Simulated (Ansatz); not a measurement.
System: sum formula H3SiSO3 (charge 0, doublet). It need not be the lowest isomer of its formula. 
Geometry from a B3LYP-D3(BJ)/def2-TZVP (Ansatz, a first-principles code) optimisation:
```
Si
O 1 1.6316
H 2 0.9620 1 116.96
O 1 1.6336 2 106.04 3 -16.67
H 4 0.9604 1 118.61 2 177.04
O 1 1.6398 2 115.28 3 101.58
H 6 0.9613 1 117.80 2 62.83
S 1 2.1264 2 107.01 3 -141.38
```
Charge 0, spin multiplicity 2.

Dipole moments at this geometry, in debye (magnitudes).

```csv
level,program,dipole (D)
PBE/def2-TZVPD,Ansatz,1.33
BLYP/def2-TZVPD,Ansatz,1.31
revPBE/def2-TZVPD,Ansatz,1.33
B3LYP/def2-TZVPD,Ansatz,1.14
PBE0/def2-TZVPD,Ansatz,1.13
BHLYP/def2-TZVPD,Ansatz,1.04
r2SCANh/def2-TZVPD,Ansatz,1.19
HSE06/def2-TZVPD,Ansatz,1.14
CAM-B3LYP/def2-TZVPD,Ansatz,1.08
LC-wPBE/def2-TZVPD,Ansatz,1.09
wB97M-V/def2-TZVPD,Ansatz,1.08
wB97X-V/def2-TZVPD,Ansatz,(withheld)
CCSD(T)/aug-cc-pV(D+d)Z,Ansatz,(withheld)
```

### Question
Complete the blanks.

### Answer

- wB97X-V/def2-TZVPD, dipole (D): 1.10
- CCSD(T)/aug-cc-pV(D+d)Z, dipole (D): 1.04
